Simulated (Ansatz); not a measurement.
`[SeH][SiH]([SeH])[SeH]` + H₂Se → `[SeH][SeH]` + `[SeH][SiH2][SeH]`  (ligand exchange at the Se–Si bond)

Gas-phase electronic energies from Ansatz, PBE0-D4/def2-TZVP geometries. CBS: MP2 limit from def2 TZ/QZ plus the TZ coupled-cluster correction, frozen cores. Functionals use def2-TZVPP. HSE06 is defined as in plane-wave codes. For Se outer-core shells are correlated without core-valence functions, which leaves a few kJ/mol of doubt a bond. Scalar relativity is left out up to krypton. Each species was taken in one conformer, which may not be the lowest.

`[SeH][SiH]([SeH])[SeH]`:

Cartesian coordinates in Å:
```
Se -0.807 0.677 1.977
Si -0.064 -0.050 -0.042
Se 1.824 -1.266 0.295
Se 0.477 1.766 -1.293
H -1.256 -0.667 2.377
H -1.100 -0.865 -0.720
H 1.859 -1.733 -1.100
H -0.933 2.138 -1.494
```

H₂Se:

Z-matrix (Å, degrees):
```
Se
H 1 1.467
H 1 1.467 2 91.2
```

`[SeH][SeH]`:

Cartesian coordinates in Å:
```
Se -0.343 -0.972 -0.744
Se -0.112 0.200 1.250
H -0.832 0.162 -1.548
H 1.287 0.609 1.042
```

`[SeH][SiH2][SeH]`:

```xyz
7

Se   -0.164    1.972    0.216
Si   -0.473   -0.274    0.396
Se    0.947   -1.519   -0.871
H     1.254    1.883    0.587
H    -0.237   -0.772    1.772
H    -1.892   -0.461    0.011
H     0.565   -0.829   -2.111
```

```
             level  ΔE (kcal/mol)  difference from CCSD(T)/CBS
       LDA (SPW92)           15.7                         -0.6
           BLYP-D4           13.2                         -3.1
          HSE06-D4           15.2                         -1.1
           ωB97M-V           15.1                         -1.2
            revPBE           12.3                         -4.0
           r2SCAN0           15.2                         -1.1
     CCSD/def2-SVP           15.3                         -1.0
     HF/def2-QZVPP           12.2                         -4.1
SCS-MP2/def2-QZVPP           15.9                         -0.4
    CCSD/CBS(def2)           16.0                         -0.3
       CCSD(T)/CBS           16.3                            0
```

Problem. What do rigid-rotor, harmonic-oscillator terms from PBE0-D4/def2-TZVP frequencies (298.15 K, 1 bar) make of the CCSD(T)/CBS value? (Best estimate.)

Solution. Ansatz gave: ΔZPE = +1.2 kcal/mol, ΔH = +16.8 kcal/mol, ΔS = 4 J/(mol·K), ΔG = +16.5 kcal/mol.

Largest T1 diagnostic among the species: 0.009.

From PBE to PBE0 (25 % exact exchange), in def2-TZVPP and without D4, ΔE moves by +0.9 kcal/mol. The D4 term adds +2.2 kcal/mol with B3LYP and +1.2 kcal/mol with PBE0; it sums over pairs of atoms, weighted by their polarisabilities, and B3LYP, whose exchange is more repulsive, gets the larger term. Leaving LDA and LC-ωPBE aside and taking each functional with its dispersion term where it has one, the values, not all of them listed here, spread over 3.0 kcal/mol, from BLYP-D4 to PBE-QIDH. LDA lies +2.6 kcal/mol from PBE without D4.

CCSD(T)/CBS has its own doubt, a few kJ/mol and more with outer-core shells, so smaller differences from it don't rank the levels.

B3LYP here is the variant with VWN-RPA as its local correlation; programs differ in this.
